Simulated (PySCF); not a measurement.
A calculated (UHF, PySCF 2.14, aug-cc-pVQZ-X2C, the spin-free X2C one-electron Hamiltonian (Gaussian nucleus)) atom or ion has these occupied shells.

```csv
shell,electrons,orbital energy (eV),"rms radius, mean of both spins (bohr)"
1s α,1,-15288.5,0.0464
1s β,1,-15288.5,0.0464
2s α,1,-2109.5,0.192
2s β,1,-2109.5,0.192
2p α,3,-1865.0,0.171
2p β,3,-1865.0,0.171
3s α,1,-343.14,0.543
3s β,1,-343.13,0.543
3p α,3,-262.15,0.557
3p β,3,-262.14,0.557
3d α,5,-127.77,0.577
3d β,5,-127.77,0.577
4s α,1,-44.043,1.57
4s β,1,-44.002,1.57
4p α,3,-23.438,1.85
4p β,3,-23.400,1.85
5p α,1,-2.460,8.12
```

Q: Name the element and its charge.

A: Rb (rubidium, neutral), in [Kr] 5p1, 2P determinant (an excited configuration).
